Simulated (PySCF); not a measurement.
# From a computed spectrum to the compound

A species of 5 atoms with charge 0 has these harmonic modes (BP86, small Gaussian bases with core potentials, PySCF 2.14.0):

```csv
cm⁻¹,km/mol,symmetry
70,19.3,b2
130,0.0,a2
145,11.5,b1
238,2.2,a1
336,0.9,a1
627,52.0,b1
672,56.8,a1
866,112.2,b2
964,27.0,a1
```

Which species is it, and in which structure?

OsO2F2 (triplet):
```xyz
5

Os    0.0000    0.0000    0.0736
O     0.9718    0.9718    1.1181
O    -0.9718   -0.9718    1.1181
F     0.9070   -0.9070   -1.3131
F    -0.9070    0.9070   -1.3131
```
Ideal gas at 298.15 K and 1 bar: S = 351.0 J/(mol K), Cp = 83.5 J/(mol K), H − H(0 K) = 18.8 kJ/mol (rigid rotor, harmonic modes, spin degeneracy alone). Open shells may have lower solutions than the one found.
 Other answers can fit too; this one was computed.
